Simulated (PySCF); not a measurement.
Job file and geometry (Å, from GFN2-xTB) of an NMR shielding run on `B(NC)(N)N(C)BC[SiH3]`, C$_{3}$H$_{15}$B$_{2}$N$_{3}$Si, PySCF 2.14.0, density-fitted response routines, GIAO PBE0/pcSseg-1 NMR shielding, non-relativistic, gas phase; density fitting, a coarse starting grid and PySCF grid level 2 are the driver's defaults:

```
$ OMP_NUM_THREADS=1 python probes_run.py task.json out

{"job": {"kind": "nmr", "xc": "PBE0", "basis": "pcSseg-1"}, "charge": 0, "multiplicity": 1}
C      3.362044     1.201209    -0.578270
N      1.975209     0.842031    -0.418609
B      1.402242    -0.398712    -0.087446
N      2.196925    -1.497694     0.300761
N     -0.063052    -0.538728    -0.092277
C     -0.615248    -1.500490     0.853611
B     -0.887905     0.115189    -1.007427
C     -2.455851    -0.084092    -1.073191
Si    -3.365697     1.170067     0.022971
H      3.541730     1.647337    -1.561826
H      3.677025     1.921821     0.185441
H      3.988904     0.316600    -0.490973
H      1.348718     1.604222    -0.617998
H      3.198733    -1.470685     0.332283
H      1.825525    -2.418113     0.440440
H     -1.597898    -1.176920     1.194027
H     -0.719778    -2.491850     0.398978
H      0.036719    -1.586063     1.723034
H     -0.390904     0.860460    -1.770652
H     -2.776053    -1.086094    -0.784690
H     -2.810037     0.068574    -2.094390
H     -3.059940     0.963636     1.445511
H     -3.006360     2.548394    -0.326678
H     -4.816785     1.009663    -0.151608
```

Question: What does the program print?

Answer: 
```
coarse grid: 19544 points
cycle   1  E = -626.2261882582  dE =  8.068e-01  |g| = 6.069e-01  |ddm| = 4.120e+00
cycle   2  E = -626.1982273533  dE =  2.796e-02  |g| = 7.117e-01  |ddm| = 1.145e+00
cycle   3  E = -626.3165665359  dE = -1.183e-01  |g| = 6.565e-02  |ddm| = 6.598e-01
cycle   4  E = -626.3172515712  dE = -6.850e-04  |g| = 3.367e-02  |ddm| = 6.170e-02
cycle   5  E = -626.3174771001  dE = -2.255e-04  |g| = 1.020e-02  |ddm| = 2.721e-02
cycle   6  E = -626.3174993321  dE = -2.223e-05  |g| = 2.252e-03  |ddm| = 9.113e-03
cycle   7  E = -626.3175005757  dE = -1.244e-06  |g| = 4.262e-04  |ddm| = 2.381e-03
final grid: 181528 points
cycle   8  E = -626.3603488699  dE = -5.642e-05  |g| = 1.095e-02  |ddm| = 3.302e-02
cycle   9  E = -626.3603370623  dE =  1.181e-05  |g| = 1.323e-02  |ddm| = 1.931e-02
cycle  10  E = -626.3603773955  dE = -4.033e-05  |g| = 9.771e-04  |ddm| = 1.032e-02
cycle  11  E = -626.3603775804  dE = -1.849e-07  |g| = 3.521e-04  |ddm| = 8.247e-04
cycle  12  E = -626.3603776044  dE = -2.397e-08  |g| = 1.028e-04  |ddm| = 2.851e-04
cycle  13  E = -626.3603776066  dE = -2.285e-09  |g| = 2.825e-05  |ddm| = 1.031e-04
cycle  14  E = -626.3603776068  dE = -1.751e-10  |g| = 5.945e-06  |ddm| = 2.399e-05
converged SCF energy = -626.3603776068

GIAO shielding tensors (ppm)
atom      isotropic    diamagn.    paramagn.     s11        s22        s33       span
  0 C      155.762     239.510     -83.749    131.910    149.769    185.606     53.695
  1 N      202.744     327.127    -124.382    165.388    208.452    234.392     69.004
  2 B       77.077     198.624    -121.548     54.316     75.149    101.765     47.450
  3 N      216.323     318.500    -102.176    185.029    220.731    243.211     58.182
  4 N      125.628     328.324    -202.697     -7.021    147.269    236.634    243.655
  5 C      151.600     248.826     -97.226    135.828    138.917    180.055     44.227
  6 B       58.584     197.751    -139.166     12.550     50.116    113.086    100.536
  7 C      184.891     258.812     -73.921    172.143    185.101    197.430     25.288
  8 Si     432.208     879.919    -447.712    404.071    418.594    473.957     69.886
  9 H       28.790      26.573       2.216     23.359     26.821     36.189     12.830
 10 H       28.754      26.985       1.770     23.422     26.615     36.227     12.804
 11 H       29.189      28.677       0.512     24.487     29.223     33.858      9.371
 12 H       29.749      38.630      -8.881     20.129     31.759     37.358     17.229
 13 H       29.721      32.218      -2.497     22.424     28.465     38.273     15.849
 14 H       29.776      33.219      -3.443     22.699     28.948     37.682     14.983
 15 H       28.561      33.653      -5.093     23.235     29.725     32.722      9.487
 16 H       28.808      31.831      -3.023     25.222     26.185     35.017      9.795
 17 H       28.810      32.811      -4.001     24.095     29.192     33.142      9.047
 18 H       26.435      36.043      -9.608     23.835     24.658     30.812      6.977
 19 H       31.201      33.635      -2.434     26.648     30.247     36.707     10.059
 20 H       31.134      31.286      -0.152     27.092     28.056     38.254     11.163
 21 H       27.917      30.041      -2.124     24.020     27.460     32.270      8.249
 22 H       27.901      29.541      -1.640     24.531     26.126     33.046      8.514
 23 H       27.661      28.038      -0.377     24.291     25.049     33.643      9.352
```

Size and cost of the density-fitted run: 235 basis functions, 92 s wall time on 1 thread of an Arm Neoverse N1, shared host; peak memory 0.98 GiB.
